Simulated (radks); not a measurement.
Question: The mean radii <r> (bohr) of the occupied orbitals of an atom or ion are listed with their occupations. Method: scalar-relativistic Kohn-Sham, B86b exchange with PBE correlation, spin-polarised, spherical densities, point nucleus; computed with a radial shooting solver on a logarithmic mesh with Libxc functionals.

| orbital | occ. | <r> |
|---|---|---|
| 1s up | 1 | 0.02722 |
| 1s down | 1 | 0.02722 |
| 2s up | 1 | 0.1172 |
| 2s down | 1 | 0.1172 |
| 2p up | 3 | 0.1025 |
| 2p down | 3 | 0.1025 |
| 3s up | 1 | 0.3140 |
| 3s down | 1 | 0.3140 |
| 3p up | 3 | 0.3121 |
| 3p down | 3 | 0.3121 |
| 3d up | 5 | 0.2886 |
| 3d down | 5 | 0.2886 |
| 4s up | 1 | 0.7399 |
| 4s down | 1 | 0.7399 |
| 4p up | 3 | 0.7920 |
| 4p down | 3 | 0.7919 |
| 4d up | 5 | 0.9220 |
| 4d down | 5 | 0.9206 |
| 5s up | 1 | 1.967 |
| 5s down | 1 | 1.964 |
| 5p up | 3 | 2.464 |
| 5p down | 2 | 2.486 |

Name the element and its charge. Open shells, if any, are filled with parallel spins first.

Answer: Z = 53, iodine, charge 0: I in [Kr] 4d10 5s2 5p5. The 1s radius gives Z: for a bare nucleus <r> = (2 gamma + 1)/(2Z) with gamma = sqrt(1 - (Z/c)^2), 0.02683 bohr for Z = 53, and screening makes it slightly larger (0.02722 here). The occupations add up to 53, and the charge is Z minus that.
